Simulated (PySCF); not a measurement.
These 2 structures share the formula C7H11FSi. Method used: PBE0-D3(BJ)/def2-SVP geometry optimisation, gas phase in PySCF 2.14.0. Energies are electronic, without zero-point or thermal terms, for one conformer each. No frequencies were run at this level. Point groups hold within 0.08 Å.

Question: Rank from lowest to highest electronic energy at this level (kJ/mol).
A. `[CH2:1]=[CH:2][C@@H:3]([F:4])[SiH:5]1[CH2:6][CH:7]=[CH:8][CH2:9]1` with C1–C2–C3–F4 -9°, C2–C3–Si5–C6 67°, C3–Si5–C6–C7 100°, Si5–C6–C7–C8 11°, C7–C8–C9–Si5 -10°, C3–Si5–C9–C8 -101°
B. `[CH3:1][CH:2]([CH3:3])[C:4]1=[CH:5][SiH2:6][CH:7]=[C:8]1[F:9]` with C1–C2–C4–C5 17°

Answer: B (0.0), A (36.9).

```json
{"SMILES": "CC(C)C1=C[SiH2]C=C1F", "E (Eh)": "-661.78072", "E rel (kJ/mol)": "0.0", "dipole (D)": "1.01", "point group": "C1", "A, B, C (MHz)": "2084, 1067, 781.0"}
{"SMILES": "C=C[C@@H](F)[SiH]1CC=CC1", "E (Eh)": "-661.76666", "E rel (kJ/mol)": "36.9", "dipole (D)": "1.77", "point group": "C1", "A, B, C (MHz)": "2791, 854.3, 728.8"}
```

Q: How do the relative energies change in single points at PBE0/pcSseg-1 (no added dispersion term) on the same geometries?

A: 
```json
{"SMILES": "CC(C)C1=C[SiH2]C=C1F", "PBE0-D3(BJ)/def2-SVP (kJ/mol)": "0.0", "PBE0/pcSseg-1 (kJ/mol)": "0.0", "shift": "0.0"}
{"SMILES": "C=C[C@@H](F)[SiH]1CC=CC1", "PBE0-D3(BJ)/def2-SVP (kJ/mol)": "36.9", "PBE0/pcSseg-1 (kJ/mol)": "28.5", "shift": "-8.4"}
```

Each column counts from its own lowest isomer. The order is unchanged; the largest shift is 8.4 kJ/mol.
